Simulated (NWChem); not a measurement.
Molecule: CH$_{2}$F$_{2}$O$_{2}$Si; SMILES O[Si](C=O)(F)F

```xyz
8

O      0.0855     2.2827    -0.0002
C      0.8259     1.3247    -0.0028
Si    -0.0236    -0.3858     0.0000
O     -1.6211    -0.0794     0.0043
F      0.4147    -1.2512    -1.2796
F      0.4219    -1.2502     1.2780
H      1.9371     1.4694    -0.0065
H     -1.8072     0.8703     0.0051
```
Atoms are numbered in this order, from 1.

Computed with NWChem. Medium grid unless said otherwise, to which SCAN and Minnesota functionals are sensitive. All runs use the structure optimised with PBE0/def2-SVP. Total energies of different functionals are on different scales.

| level | energy (Ha) | highest occupied level (eV) | orbital gap (eV) | dipole (D) | relative time |
|---|---|---|---|---|---|
| PBE/def2-TZVP | -678.7483 | -6.48 | 2.87 | 1.40 | 1 |
| B3LYP/def2-TZVP | -679.3109 | -7.86 | 5.12 | 1.47 | 1 |
| M06-2X/def2-TZVP | -679.1377 | -9.63 | 8.27 | 1.52 | 1 |
| PBE0/def2-TZVP | -678.7707 | -8.07 | 5.60 | 1.49 | 1 |
| CAM-B3LYP/def2-TZVP | -679.1926 | -9.55 | 8.31 | 1.52 | 10 |
| Hartree-Fock/def2-TZVP | -676.9334 | -12.05 | 13.79 | 1.60 | 1 |

Relative times are rough (shared machine, one core).
